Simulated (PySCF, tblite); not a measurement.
Give a GFN2-xTB geometry of `O=S(=O)(Cl)C1=CC=C([SiH3])C=C1`.

```xyz
18
C6H7ClO2SSi angstrom
O      3.554   -1.302   -1.310
S      3.127   -0.072   -0.728
O      3.620    1.160   -1.254
Cl     3.698   -0.131    1.237
C      1.370   -0.030   -0.538
C      0.687   -1.224   -0.479
C     -0.686   -1.185   -0.300
C     -1.361    0.027   -0.175
Si    -3.242    0.082    0.054
C     -0.627    1.210   -0.237
C      0.746    1.191   -0.415
H      1.231   -2.149   -0.580
H     -1.242   -2.110   -0.254
H     -3.844    0.463   -1.225
H     -3.548    1.078    1.080
H     -3.690   -1.250    0.459
H     -1.138    2.157   -0.142
H      1.336    2.092   -0.469
```

Any rigid rotation of these coordinates is as good. Atoms count from 1 in this order. S2 (sulfonyl sulfur) is distorted tetrahedral (angles from 100.1° to 119.4°). The 6-membered ring C5–C6–C7–C8–C10–C11 has internal angles of 118.2° to 122.7° (sum 720°, against 720° for a flat polygon); it is planar, 0.00 Å rms from its mean plane, widest ring torsion 1°. Of the pairs four or more bonds apart, O1···H12 is among the closest relative to their van der Waals radii: 2.58 Å, 95 % of the sum of Bondi's values. Si9 (SiH3 silicon) is tetrahedral (angles from 108.1° to 111.2°).

Bonds between heavy atoms (Å): O1=S2 1.427, S2=O3 1.427, S2–Cl4 2.047, S2–C5 1.768, C5–C6 1.377, C6–C7 1.385, C7–C8 1.393, C8–Si9 1.896, C8–C10 1.394, C10–C11 1.384, C5–C11 1.377.

The geometry is computed with GFN2-xTB (gas phase).

Its lowest GFN2-xTB frequency is 17i cm⁻¹, too small to tell a flat minimum from a shallow saddle. The numbers are those of one conformer (O1–S2–C5–C6 23°).
